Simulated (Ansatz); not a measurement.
Job for Ansatz (a program for electronic structure): R-CCSD(T)/cc-pV(T+d)Z on AlH4NO2 (SMILES [NH2][Al]([OH])[OH]), a point of a torsion scan. Files ending in .json are basis or fitting sets from the Basis Set Exchange.

Ansatz 0.2 input:
```yaml
crystal:
  periodic: [false, false, false]
  atoms:
    - {symbol: N, position_ang: [1.52438095, -0.09248742, 0.05605664]}
    - {symbol: Al, position_ang: [0.15757004, -0.36923915, -1.05663066]}
    - {symbol: O, position_ang: [0.00749112, 0.41767329, -2.50219873]}
    - {symbol: O, position_ang: [-0.93193736, -1.51984003, -0.59618474]}
    - {symbol: H, position_ang: [2.01707066, 0.78372335, 0.12812081]}
    - {symbol: H, position_ang: [1.55388652, -0.56761104, 0.94425656]}
    - {symbol: H, position_ang: [0.31183266, 1.02588545, -3.15767685]}
    - {symbol: H, position_ang: [-1.69699384, -2.05257795, -0.75505451]}
basis:
  gaussian:
    orbitals: cc-pV_T+d_Z.json
magnetization: {spin_polarized: false}
correlation: {method: ccsd_t, electrons: outside_noble_gas}
scf: {lower_state_search: off}
```

The head of its log:

```
WARN ansatz: RAYON_NUM_THREADS=1 ignored (pool sized by the plan → 1); use --threads N
Functional definition: HF
these checks for a lower state are left out or cut short: stability, starts, cluster_reference, orbital_swaps, neighbouring_geometries, increment
integrals: 0.64 GiB planned
1092 factors; integrals over basis functions are off by at most 8.4e-4 eV
mean field: 0.49 GiB planned
mean field evaluation 1: about -12202.9957 eV, gradient 6.0e1 eV
mean field evaluation 2: about -12203.0553 eV, gradient 6.0e1 eV
mean field evaluation 4: about -12209.1797 eV, gradient 2.7e0 eV
mean field evaluation 8: about -12209.2236 eV, gradient 3.0e-1 eV
mean field -12209.22396840 eV, -448.6807051294 hartree, gradient 1.2e-6 eV, S^2 0.000000; 0 other end points of the search recorded, 0 dependent functions left out
8 core orbitals not correlated
reference -12209.22396840 eV, -448.6807051294 hartree; 12, 12 occupied and 165, 165 virtual orbitals, 1092 factors
```

Problem. Give the final energy of this run.

Solution. -449.4981 hartree (reference determinant -448.6807, T1 diagnostic 0.011).
